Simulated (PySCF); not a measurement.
**Dipole response of Sc (scandium, neutral)**

[Ar] 3d2 4s1, high-spin 4F determinant (an excited configuration). Computed with PySCF 2.14 in aug-cc-pwCVTZ-DK (10s9p7d4f3g, 127 functions), with the spin-free X2C one-electron Hamiltonian (Gaussian nucleus). Coupled (time-dependent) response in atomic units; α is the mean over directions.

```
method  mean α (bohr³)  C₆ (like pair)  S(−4)
  MN15           184.1            2033  87680
```

S(−4) is the Cauchy moment in α(ω) = α(0) + S(−4) ω² + …

α(iu) at MN15:

| u (hartree) | α(iu) (bohr³) |
| --- | --- |
| 0 | 184.1 |
| 0.0500 | 124.8 |
| 0.100 | 74.82 |
| 0.200 | 33.23 |
| 0.300 | 19.43 |
| 0.500 | 9.879 |
| 0.750 | 5.847 |
| 1.00 | 4.028 |
| 1.50 | 2.333 |
| 2.00 | 1.541 |
| 3.00 | 0.8215 |
| 5.00 | 0.3527 |
